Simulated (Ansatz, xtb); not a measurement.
# C3H4BrFO: which of two isomers lies lower

Structure a is `F[C@@H]1OC[C@H]1Br`, a singlet and structure b is `FCO/C=C\Br`, a singlet. Both are isolated molecules in the gas phase, relaxed with PBE-D3(BJ)/def2-SVP; each stands in its lowest conformer found.

Question: Which of the two would you expect CCSD(T)/def2-SVP + ΔMP2/def2-TZVPP electronic energies to favour?

Answer: Structure a; the calculation gives E(b) − E(a) = +0.094 eV.

The same difference at several levels:

```tsv
level	geometry	E(b) − E(a) (eV)	departure from the last row (eV)	job, with rough time for the two
GFN2-xTB	GFN2-xTB	+0.232	+0.138	optimisation, 0.25 s
HF/STO-3G	GFN2-xTB	+1.000	+0.906	single point, 0.54 s
r2SCAN-D4/def2-SVP	GFN2-xTB	+0.117	+0.023	single point, 5 s
PBE-D3(BJ)/def2-SVP	PBE-D3(BJ)/def2-SVP	+0.143	+0.049	optimisation, 38 s
HF/def2-SVP	PBE-D3(BJ)/def2-SVP	+0.004	−0.089	part of the CCSD(T) run
MP2/def2-SVP	PBE-D3(BJ)/def2-SVP	+0.121	+0.028	part of the CCSD(T) run
CCSD(T)/def2-SVP	PBE-D3(BJ)/def2-SVP	+0.077	−0.016	single point
CCSD(T)/def2-SVP + ΔMP2/def2-TZVPP	PBE-D3(BJ)/def2-SVP	+0.094		single point, 85 s
```

As drawn, b has 1 C=C in place of 2 C–C. Structure a has a 4-membered ring, b no ring.

HF/def2-SVP finds them nearly level. The largest departure from CCSD(T)/def2-SVP + ΔMP2/def2-TZVPP is that of HF/STO-3G, 0.906 eV. The last row adds to CCSD(T) the change of the MP2 difference between the two basis sets, here +0.016 eV.

With thermal terms from frequencies at re-optimised GFN2-xTB minima (ideal gas, soft modes damped towards free rotors, one conformer each, 298.15 K, 1 atm): the zero-point term adds −0.056 eV; ΔH is +0.063 and ΔG −0.001 eV. In free energy the two are nearly level.

The correlated steps freeze 14 core orbitals; the filled d shell of Br is correlated, in a basis made for valence electrons. Mirror images aren't counted in ΔG. Run with Ansatz 0.2.0, xtb 6.7.1; the last row on 2 threads of Arm Neoverse V1 on a shared host.
